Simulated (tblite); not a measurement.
Species: C4H10NSi (doublet state).
Z-matrix (Å and degrees, GFN2-xTB geometry), rows numbered from 1:
```
C 
N   1  1.4245
C   2  1.2807  1  120.58
Si  3  1.8551  2  131.75  1     3.62
C   4  1.9045  3  128.21  2   -33.49
C   4  1.8991  3  114.07  2  -178.66
H   1  1.1003  2  112.59  3   -29.87
H   1  1.0941  2  110.14  3    91.26
H   1  1.0908  2  108.20  3  -151.08
H   3  1.0885  2  113.53  1   177.05
H   5  1.0882  4  110.97  3   151.62
H   5  1.0855  4  112.56  3    30.72
H   5  1.0894  4  110.37  3   -89.59
H   6  1.0863  4  111.13  3  -153.96
H   6  1.0852  4  111.61  3   -33.73
H   6  1.0879  4  110.99  3    86.50
```

Calculated harmonic vibrations of the isolated species, GFN2-xTB (tblite), most abundant isotopes, no scaling. Against measured fundamentals such values can be off by several per cent, at times by over 20. One conformer, not necessarily the lowest. Open shells enter through the occupations alone, without spin polarisation, and single modes of such species can be off by tens of per cent.

Harmonic wavenumbers (cm⁻¹): 46.3, 56.9, 75.5, 85.4, 106.8, 158.0, 191.7, 213.6, 370.3, 537.9, 653.6, 760.4, 771.7, 785.9, 795.8, 823.7, 837.4, 881.3, 1023.6, 1074.1, 1115.4, 1290.7, 1365.9, 1374.4, 1383.3, 1466.0, 1474.4, 1477.8, 1478.9, 1487.8, 1490.5, 1564.1, 2849.9, 2933.9, 2959.6, 2992.0, 2994.9, 3008.9, 3015.9, 3036.8, 3049.4, 3051.3.

A = 4567, B = 1755, C = 1314 MHz; mass 100.058 u (most abundant isotopes); point group C1, symmetry number 1; spin multiplicity 2.

Task: What is the zero-point energy?

Result: ½Σν̃ = 28556 cm⁻¹ = 81.64 kcal/mol.

Task: Give the ideal-gas entropy at 298.15 K and 1 bar in the rigid-rotor, harmonic-oscillator model (classical rotation).

Result: Translation 39.75, rotation 27.81, vibration 31.25, spin (R ln 2) 1.38: S = 100.2 cal/(mol K).

Task: And Cp and H(298.15 K) − H(0)?

Result: Cp = 33.40 cal/(mol K), of which vibrations give 25.45 (their classical limit is 42 R = 83.5); H(298.15 K) − H(0) = 6.79 kcal/mol without the zero-point energy, 4.42 from vibrations.

Task: What must be added to the electronic energy to get the Gibbs energy at 298.15 K and 1 bar?

Result: ZPE + [H(298.15 K) − H(0)] − T·S = 81.64 + 6.79 − 29.87 = 58.56 kcal/mol.

Task: Blend soft modes into free rotors: weight 1/[1 + (100 cm⁻¹/ν̃)⁴] for the oscillator and the rest for a rotor with moment μB/(μ + B), μ = h/(8π²ν), B = 10⁻⁴⁴ kg m². What vibrational entropy results?

Result: 27.52 cal/(mol K) in place of 31.25, which changes −T·S at 298.15 K by +1.11 kcal/mol.

Task: Which modes carry the vibrational entropy at 298.15 K?

Result: 46.3 cm⁻¹: 4.97; 56.9 cm⁻¹: 4.56; 75.5 cm⁻¹: 4.00; 85.4 cm⁻¹: 3.76; 106.8 cm⁻¹: 3.33; 158.0 cm⁻¹: 2.57 cal/(mol K); the other 36 give 8.05 together.

Hindered rotation and anharmonicity are outside this model. Other conformers, if any are populated, would add a mixing term that is left out. The structure is chiral; the term R ln 2 for an equal mix with its mirror image is left out.

Time: 0.51 s wall. Hardware: one thread, Arm Neoverse V1 (aarch64), no GPU (shared host). This covers the Hessian and the dipole derivatives.
